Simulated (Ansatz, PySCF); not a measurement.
Process, species as SMILES: C#N (CHN) [formonitrile] -> C#N (CHN) as triplet, charge 0
Geometries: B3LYP-D3(BJ)/def2-TZVP minima from Ansatz (a first-principles code). A spin state is the lowest found, not a proven ground state.
Geometry of the first species:
```
C
N 1 1.1462
H 1 1.0667 2 180.00
```

Property: adiabatic triplet-singlet gap (0 K, with B3LYP-D3(BJ) harmonic zero-point energies from PySCF), in kcal/mol. Correlated levels leave the core frozen unless marked. UHF or UKS for open shells. No spin-orbit coupling. No relativistic terms. CBS marks a two-point X^-3 extrapolation of the correlation energy; Hartree-Fock from the larger set.

CCSD(T)/CBS(aug-cc-pVTZ,aug-cc-pVQZ) (Ansatz) gives 109.7 kcal/mol.

Problem. Another calculation gave 105.3 kcal/mol. Which level was it?
A. r2SCANh/def2-TZVPD (Ansatz)
B. BP86/def2-TZVPD (PySCF)
C. HF/def2-TZVPD (PySCF)
D. wB97M-V/def2-TZVPD (Ansatz)

Solution. B, BP86/def2-TZVPD (PySCF). The others give 99.4 (r2SCANh), 110.9 (wB97M-V), 80.4 (HF) kcal/mol.
